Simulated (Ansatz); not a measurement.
Frontier orbitals of Cl2H2SSn, SMILES `[SH][SnH]([Cl])[Cl]`.

Charge 0, multiplicity 1. Correlated methods include outer-core shells of Sn, which these sets cover unevenly. Sn takes the def2 core potential. The structure was optimised at the PBE0-D4/def2-TZVP level. It is one conformer, not always the lowest. Basis def2-TZVPP, Ansatz 0.2.0.

Orbital energies of one run (eV). Highest occupied ones, from the top: -6.80, -7.65, -7.81, -7.92, -7.99, -8.93, -9.48, -9.55, -10.65, -13.14, -18.48, -20.00, -20.46, -27.07. Empty: -2.78, -1.35, -1.00, -0.64, 0.52, 1.74.

Question: Which functional gave them?
A. revPBE
B. r2SCANh
C. HSE06 (plane-wave form)
D. B97M-V

Answer: A. HOMO energies: revPBE -6.80, HSE06 -7.72, B97M-V -7.24, r2SCANh -7.63 eV.
